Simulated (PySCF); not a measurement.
## Sc⁺ (scandium, charge +1) across methods

[Ar] 3d1 4p1, one real determinant (an excited configuration). Calculation: PySCF 2.14, in dyall-av2z (16s12p7d2f, 101 functions); the non-relativistic Hamiltonian (point nucleus). The B2PLYP total includes its PT2 part (frozen core); its orbital energies are those of the SCF part.

```csv
method,E (hartree),mean ε 3p β (eV),mean ε 3d α (eV),mean ε 4p α (eV),Σ⟨r²⟩ (bohr²),⟨S²⟩
UHF,-759.41710,-49.877,-17.725,-9.004,37.15,2.001
B2PLYP,-760.041,-45.909,-15.015,-8.293,35.89,2.001
wB97X,-760.258,-46.180,-15.751,-9.245,35.83,2.000
PBE,-760.038,-41.110,-11.792,-7.538,35.17,2.000
PBE0,-760.080,-43.592,-13.422,-7.998,35.40,2.000
TPSSh,-760.285,-42.305,-12.535,-7.646,35.32,2.000
LDA,-758.314,-41.186,-11.753,-7.511,34.92,2.000
r2SCAN,-760.225,-41.882,-12.019,-7.510,35.24,2.001
```

Problem. Estimate the same row for PW91.

Solution. E (hartree) = -760.277; mean ε 3p β (eV) = -41.179; mean ε 3d α (eV) = -11.877; mean ε 4p α (eV) = -7.565; Σ⟨r²⟩ (bohr²) = 35.14; ⟨S²⟩ = 2.000.

⟨L²⟩ = 8.01 against 12 for a pure F term, so this real determinant mixes terms.
